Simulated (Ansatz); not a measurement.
Born–Oppenheimer molecular dynamics of a periodic cell of 30 atoms, HC2 (surface C(100)-2x1, underside capped with H, adsorbate H2). It starts from a relaxed structure.

Theory: DFT PBEsol, scalar-relativistic, plane waves, PAW (Ansatz). Settings: PAW set soft_1, cutoff 420 eV, k mesh 2x2x1, fermi-dirac smearing 0.05 eV, no spin polarisation.

```json
{
 "ensemble": "NVT, Nosé–Hoover chain",
 "time step": "0.5 fs",
 "steps asked": "300",
 "set temperature": "500 K",
 "thermostat": "time constant 200 fs, chain length 5",
 "atoms held": "1 to 16",
 "seed": "519317"
}
```

Frames 10 fs apart, positions in Å.

Velocities at 40.0 fs (Å/ps):

```
H 0.00 0.00 0.00
H 0.00 0.00 0.00
H 0.00 0.00 0.00
H 0.00 0.00 0.00
H 0.00 0.00 0.00
H 0.00 0.00 0.00
H 0.00 0.00 0.00
H 0.00 0.00 0.00
C 0.00 0.00 0.00
C 0.00 0.00 0.00
C 0.00 0.00 0.00
C 0.00 0.00 0.00
C 0.00 0.00 0.00
C 0.00 0.00 0.00
C 0.00 0.00 0.00
C 0.00 0.00 0.00
C -6.12 0.26 4.68
C 4.62 -0.86 7.45
C 7.44 2.02 5.03
C -2.11 -0.38 4.10
C 2.73 4.16 -0.24
C 1.06 -2.66 1.59
C -2.33 -0.16 0.22
C 3.08 -6.77 -2.90
C -4.76 -2.49 10.69
C -7.57 1.72 5.54
C -0.68 0.77 2.48
C -9.75 -5.78 2.38
H -10.26 -4.96 13.17
H 7.61 28.56 -18.05
```

```xyz
30
Lattice="5.0487 0.0000 0.0000 0.0000 5.0487 0.0000 0.0000 0.0000 15.1647" Properties=species:S:1:pos:R:3 time_fs=40.0 energy_less_start_eV=0.386 T=292
H 2.160 0.000 1.000
H 0.365 0.000 1.000
H 4.684 0.000 1.000
H 2.889 0.000 1.000
H 2.160 2.524 1.000
H 0.365 2.524 1.000
H 4.684 2.524 1.000
H 2.889 2.524 1.000
C 1.262 0.000 1.635
C 3.787 0.000 1.635
C 1.262 2.524 1.635
C 3.787 2.524 1.635
C 1.262 1.262 2.527
C 3.787 1.262 2.527
C 1.262 3.787 2.527
C 3.787 3.787 2.527
C 0.060 1.281 3.367
C 2.517 1.233 3.317
C 0.005 3.825 3.506
C 2.547 3.726 3.494
C 0.058 0.130 4.345
C 2.548 0.049 4.354
C 0.047 2.450 4.349
C 2.494 2.437 4.294
C 1.302 0.483 5.188
C 3.829 0.613 5.011
C 1.303 2.102 5.114
C 3.798 1.963 5.040
H 1.359 2.598 6.106
H 1.208 0.094 6.197
30
Lattice="5.0487 0.0000 0.0000 0.0000 5.0487 0.0000 0.0000 0.0000 15.1647" Properties=species:S:1:pos:R:3 time_fs=50.0 energy_less_start_eV=0.526 T=218
H 2.160 0.000 1.000
H 0.365 0.000 1.000
H 4.684 0.000 1.000
H 2.889 0.000 1.000
H 2.160 2.524 1.000
H 0.365 2.524 1.000
H 4.684 2.524 1.000
H 2.889 2.524 1.000
C 1.262 0.000 1.635
C 3.787 0.000 1.635
C 1.262 2.524 1.635
C 3.787 2.524 1.635
C 1.262 1.262 2.527
C 3.787 1.262 2.527
C 1.262 3.787 2.527
C 3.787 3.787 2.527
C -0.009 1.289 3.361
C 2.530 1.224 3.377
C 0.059 3.814 3.543
C 2.528 3.776 3.518
C 0.047 0.130 4.375
C 2.537 0.054 4.383
C -0.002 2.469 4.359
C 2.551 2.376 4.309
C 1.269 0.476 5.224
C 3.767 0.553 5.049
C 1.275 2.097 5.169
C 3.737 1.968 5.032
H 1.282 2.523 6.185
H 1.305 0.135 6.300
30
Lattice="5.0487 0.0000 0.0000 0.0000 5.0487 0.0000 0.0000 0.0000 15.1647" Properties=species:S:1:pos:R:3 time_fs=60.0 energy_less_start_eV=0.448 T=265
H 2.160 0.000 1.000
H 0.365 0.000 1.000
H 4.684 0.000 1.000
H 2.889 0.000 1.000
H 2.160 2.524 1.000
H 0.365 2.524 1.000
H 4.684 2.524 1.000
H 2.889 2.524 1.000
C 1.262 0.000 1.635
C 3.787 0.000 1.635
C 1.262 2.524 1.635
C 3.787 2.524 1.635
C 1.262 1.262 2.527
C 3.787 1.262 2.527
C 1.262 3.787 2.527
C 3.787 3.787 2.527
C 0.011 1.276 3.341
C 2.472 1.232 3.342
C -0.004 3.785 3.532
C 2.535 3.802 3.509
C -0.024 0.069 4.410
C 2.475 0.084 4.390
C -0.018 2.463 4.385
C 2.490 2.449 4.381
C 1.251 0.485 5.196
C 3.783 0.530 5.065
C 1.234 2.062 5.208
C 3.800 1.939 5.022
H 1.292 2.532 6.192
H 1.260 -0.046 6.233
30
Lattice="5.0487 0.0000 0.0000 0.0000 5.0487 0.0000 0.0000 0.0000 15.1647" Properties=species:S:1:pos:R:3 time_fs=70.0 energy_less_start_eV=0.493 T=245
H 2.160 0.000 1.000
H 0.365 0.000 1.000
H 4.684 0.000 1.000
H 2.889 0.000 1.000
H 2.160 2.524 1.000
H 0.365 2.524 1.000
H 4.684 2.524 1.000
H 2.889 2.524 1.000
C 1.262 0.000 1.635
C 3.787 0.000 1.635
C 1.262 2.524 1.635
C 3.787 2.524 1.635
C 1.262 1.262 2.527
C 3.787 1.262 2.527
C 1.262 3.787 2.527
C 3.787 3.787 2.527
C 0.031 1.223 3.378
C 2.491 1.310 3.366
C -0.072 3.767 3.511
C 2.489 3.788 3.526
C -0.030 0.050 4.336
C 2.474 0.121 4.326
C 0.015 2.395 4.359
C 2.457 2.482 4.396
C 1.204 0.422 5.160
C 3.757 0.568 5.044
C 1.228 2.070 5.212
C 3.780 1.920 5.017
H 1.155 2.432 6.235
H 1.203 -0.008 6.260
30
Lattice="5.0487 0.0000 0.0000 0.0000 5.0487 0.0000 0.0000 0.0000 15.1647" Properties=species:S:1:pos:R:3 time_fs=80.0 energy_less_start_eV=0.498 T=246
H 2.160 0.000 1.000
H 0.365 0.000 1.000
H 4.684 0.000 1.000
H 2.889 0.000 1.000
H 2.160 2.524 1.000
H 0.365 2.524 1.000
H 4.684 2.524 1.000
H 2.889 2.524 1.000
C 1.262 0.000 1.635
C 3.787 0.000 1.635
C 1.262 2.524 1.635
C 3.787 2.524 1.635
C 1.262 1.262 2.527
C 3.787 1.262 2.527
C 1.262 3.787 2.527
C 3.787 3.787 2.527
C -0.001 1.222 3.321
C 2.511 1.321 3.357
C -0.015 3.743 3.483
C 2.462 3.819 3.518
C -0.026 0.053 4.300
C 2.478 0.104 4.311
C -0.020 2.385 4.315
C 2.508 2.447 4.377
C 1.212 0.386 5.125
C 3.712 0.548 4.973
C 1.214 2.051 5.181
C 3.731 1.985 5.016
H 1.149 2.434 6.198
H 1.247 -0.080 6.197
30
Lattice="5.0487 0.0000 0.0000 0.0000 5.0487 0.0000 0.0000 0.0000 15.1647" Properties=species:S:1:pos:R:3 time_fs=90.0 energy_less_start_eV=0.532 T=233
H 2.160 0.000 1.000
H 0.365 0.000 1.000
H 4.684 0.000 1.000
H 2.889 0.000 1.000
H 2.160 2.524 1.000
H 0.365 2.524 1.000
H 4.684 2.524 1.000
H 2.889 2.524 1.000
C 1.262 0.000 1.635
C 3.787 0.000 1.635
C 1.262 2.524 1.635
C 3.787 2.524 1.635
C 1.262 1.262 2.527
C 3.787 1.262 2.527
C 1.262 3.787 2.527
C 3.787 3.787 2.527
C -0.006 1.271 3.290
C 2.472 1.234 3.298
C 0.024 3.762 3.468
C 2.542 3.798 3.477
C -0.037 0.047 4.317
C 2.456 0.059 4.313
C -0.045 2.433 4.305
C 2.461 2.447 4.325
C 1.236 0.434 5.107
C 3.762 0.583 4.931
C 1.207 2.002 5.112
C 3.774 1.938 5.014
H 1.247 2.473 6.095
H 1.240 -0.134 6.084
30
Lattice="5.0487 0.0000 0.0000 0.0000 5.0487 0.0000 0.0000 0.0000 15.1647" Properties=species:S:1:pos:R:3 time_fs=100.0 energy_less_start_eV=0.458 T=280
H 2.160 0.000 1.000
H 0.365 0.000 1.000
H 4.684 0.000 1.000
H 2.889 0.000 1.000
H 2.160 2.524 1.000
H 0.365 2.524 1.000
H 4.684 2.524 1.000
H 2.889 2.524 1.000
C 1.262 0.000 1.635
C 3.787 0.000 1.635
C 1.262 2.524 1.635
C 3.787 2.524 1.635
C 1.262 1.262 2.527
C 3.787 1.262 2.527
C 1.262 3.787 2.527
C 3.787 3.787 2.527
C 0.017 1.275 3.353
C 2.503 1.216 3.330
C -0.027 3.814 3.499
C 2.547 3.725 3.473
C 0.012 0.096 4.284
C 2.527 0.056 4.288
C 0.005 2.441 4.313
C 2.478 2.375 4.260
C 1.221 0.442 5.112
C 3.787 0.539 4.950
C 1.239 2.056 5.078
C 3.752 1.947 4.957
H 1.221 2.397 6.121
H 1.213 0.173 6.160
```

Of the whole run (150 fs, mean temperature of the second half 265 K): The conserved energy stayed within 0.11 meV per atom of its start (net change 0.059 meV per atom), so the integration is sound. The mean temperature of the second half is 47 % below the set value. A run of 0.15 ps of so small a system gives no equilibrium averages. Limits of this set-up: coarse k mesh, thin slab, slab without dipole correction, no dispersion correction for a molecule that may bind weakly, PAW files made for another functional.

Run time: 8 min on 1 thread of Intel(R) Xeon(R) 6975P-C (Granite Rapids) (shared host), peak memory 0.65 GiB.
